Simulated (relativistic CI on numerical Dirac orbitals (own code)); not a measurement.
Co²⁺ in a cubic cluster: 2p photoemission with charge transfer

Computed with a charge-transfer multiplet model of a cubic metal-ligand cluster with up to 2 ligand holes, Slater and spin-orbit integrals from Dirac-Coulomb-Breit ions, Slater integrals scaled by 0.7. The ground state mixes d7 with configurations of k ligand holes L, whose averages lie at kΔ + k(k − 1)U_dd/2; a core hole lowers each added d electron by U_cd. 300 K, Lorentzian 0.6 eV and Gaussian 0.8 eV FWHM.

Atomic integrals in eV (Slater integrals scaled, ζ unscaled), ground: F2dd 8.079, F4dd 5.014, zeta_d 0.063; with the core hole: F2dd 9.358, F4dd 5.849, zeta_d 0.093, zeta_core 9.664, F2cd 5.552, G1cd 4.214, G3cd 2.396.

Cluster parameters (eV): Δ = 3.5, U_dd = 5.8, 10Dq = 0.75, 10Dq(ligand) = 1.6, V(eg) = 1.85, V(t2g) = -0.85, final-state hopping factor = 1.

| Case | n_d | d7 | d8L | d9L2 | S |
| --- | --- | --- | --- | --- | --- |
| U_cd = 5.9 eV | 7.23 | 0.78 | 0.21 | 0.01 | 1.49 |
| U_cd = 6.5 eV | 7.23 | 0.78 | 0.21 | 0.01 | 1.49 |
| U_cd = 7.1 eV | 7.23 | 0.78 | 0.21 | 0.01 | 1.49 |
| U_cd = 7.7 eV | 7.23 | 0.78 | 0.21 | 0.01 | 1.49 |
| U_cd = 8.3 eV | 7.23 | 0.78 | 0.21 | 0.01 | 1.49 |

Weights, n_d and S are thermal averages at 300 K. Binding energies count from the first peak over 30 % of the highest in each spectrum, which can be another peak from case to case. The parameters are a model scan and need not match a compound or its usual spin state. Peaks in eV (height, largest 100):
- U_cd = 5.9 eV: 0.0 (100), 5.4 (41), 16.0 (68), 21.3 (28)
- U_cd = 6.5 eV: 0.0 (100), 5.4 (50), 12.0 (6), 16.0 (68), 21.4 (34)
- U_cd = 7.1 eV: 0.0 (100), 5.5 (59), 11.7 (8), 15.9 (67), 21.4 (40), 24.1 (9)
- U_cd = 7.7 eV: 0.0 (100), 5.6 (66), 8.0 (40), 11.7 (13), 15.8 (66), 21.4 (42), 24.3 (15)
- U_cd = 8.3 eV: 0.0 (100), 5.6 (69), 8.0 (50), 12.0 (17), 15.8 (65), 21.4 (42), 24.5 (24)

For the case U_cd = 6.5 eV, Δ = 3.5 eV is smaller than U_dd = 5.8 eV, the charge-transfer side of the Zaanen-Sawatzky-Allen scheme. With the core hole the configuration with one ligand hole lies at Δ − U_cd = -2.4, -3.0, -3.6, -4.2, -4.8 eV from the one without, in the order of the table; where this is negative the screened configuration lies lower, though the effective hopping of about 2.6 eV (from the holes of the mixed ground state) mixes the two strongly wherever it is as large as the gap.
